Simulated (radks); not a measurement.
Q: The mean radii <r> (bohr) of the occupied orbitals of an atom or ion are listed with their occupations. Calculated with a radial shooting solver on a logarithmic mesh with Libxc functionals: non-relativistic Kohn-Sham, PBE, spin-unpolarised, spherical densities, point nucleus.

orbital  occ.      <r>
1s          2  0.07360
2s          2   0.3461
2p          6   0.3086
3s          2    1.082
3p          6    1.170
4s          2    3.742
3d          1    1.846

Name the element and its charge.

A: Z = 21, scandium, charge 0: Sc in [Ar] 3d1 4s2. The 1s radius gives Z: for a bare nucleus <r> = 1.5/Z, 0.07143 bohr for Z = 21, and screening makes it slightly larger (0.07360 here). The occupations add up to 21, and the charge is Z minus that.
